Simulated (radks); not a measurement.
The numbers below are computed, except where a source is named.
Nb3+, configuration [Kr] 4d2 (the NIST ground configuration). Level of theory: Dirac Kohn-Sham, BLYP, spin-unpolarised, spherical densities, finite nucleus; open shells fill j = l - 1/2 first; Fermi nuclear charge, rms radius 4.324 fm (a radial shooting solver on a logarithmic mesh with Libxc functionals).

X-ray form factor f0, the Fourier transform of the density (f0(0) = 38):

| sin(theta)/lambda (1/angstrom) | f0 (electrons) |
|---|---|
| 0.05 | 37.542 |
| 0.1 | 36.260 |
| 0.15 | 34.388 |
| 0.2 | 32.209 |
| 0.25 | 29.967 |
| 0.3 | 27.831 |
| 0.4 | 24.176 |
| 0.5 | 21.362 |
| 0.6 | 19.136 |
| 0.8 | 15.504 |
| 1 | 12.426 |
| 1.25 | 9.459 |
| 1.5 | 7.542 |
| 2 | 5.691 |
